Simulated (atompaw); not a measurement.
Building the PAW (atompaw) potential for manganese (PBE, scalar-relativistic).

| Quantity | Value |
| --- | --- |
| Element | manganese (Mn) |
| Generator | atompaw 4.2.0.5 |
| Type | PAW |
| Functional | PBE |
| Relativity | scalar-relativistic |
| Frozen core | [Ne] 3s2 |
| Valence charge | 13 |
| Reference configuration | 3p6 3d5 4s2 4p0 |
| Partial waves | 4s (bound): rc 2.05 bohr; 4s channel at 0.05 Ry: rc 2.05 bohr; 3p (bound): rc 1.55 bohr; 4p (bound, empty): rc 1.40 bohr; 3d (bound): rc 1.60 bohr; 3d channel at 2.75 Ry: rc 2.05 bohr |
| Local potential | bessel scheme, radius 1.70 bohr |
| Core correction | smooth core density matched at 1.70 bohr |
| Augmentation charge | besselshape compensation charge, radius 1.75 bohr; PAW radius 2.05 bohr; waves and projectors: custom rrkj gramschmidtortho |

**Question.** Does the generator finish with these settings?

**Answer.** Yes, a potential is produced.

**Question.** Estimate the cutoffs (Ry, on a coarse ladder) from which the occupation-weighted sum of valence levels, in a spherical-Bessel basis at the reference potential, stays within 10 and 1 mRy of its value at 400 Ry.

**Answer.** 40 Ry and 70 Ry.

**Question.** What does a ghost test show?

**Answer.** No extra level below or beside the all-electron valence levels (s, p, d, f tested).

**Question.** Is the overlap operator S = 1 + Σ q|β⟩⟨β| positive definite (Bessel basis up to 400 Ry)?

**Answer.** Yes: its lowest eigenvalue is 0.13 (p channel).

**Question.** Which valence shell sets the plane-wave cutoff?

**Answer.** 3d: its level needs 45 Ry to come within 1 mRy, against 35 Ry for 3p.
